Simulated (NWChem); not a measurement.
# C₂H₇FOSi; SMILES [Si@@H](O)(CC)F

```xyz
12

C      0.1100     2.3056    -0.0410
C     -0.7232     1.0698     0.2935
Si    -0.0066    -0.5292    -0.3473
O      1.5172    -0.8250     0.2252
F     -1.0068    -1.7210     0.1334
H     -0.3401     3.2245     0.3651
H      1.1297     2.2260     0.3672
H      0.2099     2.4449    -1.1294
H     -1.7461     1.1625    -0.1124
H     -0.8530     0.9673     1.3863
H      0.1058    -0.5893    -1.8245
H      1.6474    -0.8071     1.1777
```
Atoms are numbered in this order, from 1.

Coordinates come from a PBE0/def2-SVP optimisation. No frequency run checked for a minimum.

### Question
Give the principal values of the shielding tensors (ppm) of C1, C2, Si3, O4, F5 from B3LYP/6-31G* (spherical d), GIAO (NWChem), with their diamagnetic and paramagnetic parts as GIAO splits them.

### Answer
```json
[
 {"atom": "C1", "σ11": "175.8", "σ22": "180.1", "σ33": "190.1", "isotropic": "182.0", "diamagnetic": "248.6", "paramagnetic": "-66.6"},
 {"atom": "C2", "σ11": "174.5", "σ22": "177.2", "σ33": "185.8", "isotropic": "179.2", "diamagnetic": "250.2", "paramagnetic": "-71.0"},
 {"atom": "Si3", "σ11": "391.0", "σ22": "398.9", "σ33": "437.7", "isotropic": "409.2", "diamagnetic": "880.9", "paramagnetic": "-471.7"},
 {"atom": "O4", "σ11": "241.0", "σ22": "283.5", "σ33": "309.0", "isotropic": "277.8", "diamagnetic": "391.6", "paramagnetic": "-113.7"},
 {"atom": "F5", "σ11": "257.3", "σ22": "341.3", "σ33": "377.7", "isotropic": "325.4", "diamagnetic": "472.2", "paramagnetic": "-146.8"}
]
```
